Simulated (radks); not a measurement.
Values are calculated unless marked as measured or tabulated.
Effect of the nuclear size on the holmium ion Ho2+, [Xe] 4f11. Level of theory: Dirac Kohn-Sham, exchange-only LDA, spin-unpolarised, spherical densities, finite nucleus; open shells fill j = l - 1/2 first; Fermi nuclear charge, rms radius 5.2022 fm (a radial shooting solver on a logarithmic mesh with Libxc functionals). The rms radius is varied about that value; shifts are against it.

| rms radius (fm) | total energy shift (eV) | density at nucleus (e/bohr^3) | 1s1/2 shift (meV) | 2s1/2 shift (meV) | 4p1/2 shift (meV) | 5s1/2 shift (meV) | 5p1/2 shift (meV) | 4f7/2 shift (meV) | 6s1/2 (empty) shift (meV) |
|---|---|---|---|---|---|---|---|---|---|
| 4.3438 | -8.71 | 8.436e+05 | -3570 | -473 | 0.099 | -3.92 | 0.060 | 0.349 | -0.535 |
| 4.8068 | -4.15 | 8.2e+05 | -1700 | -225 | 0.047 | -1.87 | 0.029 | 0.167 | -0.255 |
| 5.2022 | 0 | 8.02e+05 | 0.000 | 0.000 | 0.000 | 0.000 | 0.000 | 0.000 | 0.000 |
| 5.4467 | 2.69 | 7.918e+05 | 1100 | 146 | -0.030 | 1.21 | -0.018 | -0.108 | 0.165 |
| 6.4975 | 15.2 | 7.535e+05 | 6250 | 826 | -0.167 | 6.84 | -0.104 | -0.610 | 0.934 |

Slopes of the eigenvalues against <r^2> in GHz/fm^2, as finite differences over the two radii next to the reference (eigenvalue slopes, not the field-shift constants of lines): 1s1/2 103000, 2s1/2 13700, 4p1/2 -2.84, 5s1/2 113, 5p1/2 -1.74, 4f7/2 -10.1, 6s1/2 (empty) 15.5.
